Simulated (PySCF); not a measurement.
Spinor energies of Xe+ (xenon, charge +1)

Start: [Kr] 4d10 5s2 5p5; 5p1/2 filled at m_j = -1/2, +1/2; 5p3/2 filled at m_j = -1/2, +1/2, +3/2. Calculated with PySCF 2.14 in x2c-SVPall-2c (6s8p4d, 50 functions): generalised Hartree-Fock with the X2C-1e Hamiltonian and a Gaussian nucleus; one run each with spin-orbit coupling (SO) switched off, then screened by Boettger's factors.

| spinor shell | electrons | ε, spin-free (eV) | ε, screened SO (eV) | weight of nominal j (screened SO) | rms radius, screened SO (bohr) |
| --- | --- | --- | --- | --- | --- |
| 1s1/2 | 2 | -34732.5 | -34728.4 | 1.000 | 0.0305 |
| 2s1/2 | 2 | -5515.1 | -5513.8 | 1.000 | 0.124 |
| 2p1/2 | 2 | -4944.2 | -5170.4 | 1.000 | 0.107 |
| 2p3/2 | 4 | -4944.2 | -4842.3 | 1.000 | 0.112 |
| 3s1/2 | 2 | -1179.9 | -1179.5 | 1.000 | 0.326 |
| 3p1/2 | 2 | -990.97 | -1035.0 | 1.000 | 0.318 |
| 3p3/2 | 4 | -990.97 | -970.81 | 1.000 | 0.330 |
| 3d3/2 | 4 | -710.70 | -718.28 | 1.000 | 0.303 |
| 3d5/2 | 6 | -710.70 | -705.12 | 1.000 | 0.305 |
| 4s1/2 | 2 | -239.73 | -239.53 | 1.000 | 0.762 |
| 4p1/2 | 2 | -177.19 | -185.92 | 1.000 | 0.798 |
| 4p3/2 | 4 | -177.19 | -173.02 | 1.000 | 0.823 |
| 4d3/2 | 4 | -82.910 | -83.990 | 0.997 | 0.946 |
| 4d5/2 | 6 | -82.910 | -81.937 | 0.998 | 0.949 |
| 5s1/2 | 2 | -36.477 | -36.412 | 1.000 | 1.97 |
| 5p1/2 | 2 | -21.577 | -22.612 | 0.932 | 2.30 |
| 5p3/2 | 3 | -21.577 | -21.013 | 0.955 | 2.39 |

```csv
quantity,spin-free,screened SO
E (hartree),-7441.14101,-7443.52074
M_J,3/2,3/2
⟨J²⟩,3.756,3.755
⟨L²⟩,2.004,2.030
⟨S²⟩,0.752,0.778
```

Each row is a mean over spinors that exchange with the open shell spreads, by up to 2.656 eV (5s1/2).

Breit and QED terms are absent; they matter most for the inner s and p1/2 levels.

Densities and radii are taken from the X2C orbitals without a picture-change correction, which distorts them close to the nucleus.

Without spin-orbit coupling the j labels of p, d and f shells carry no meaning; the spin-free column gives the mean over the occupied spinors of each nl shell.
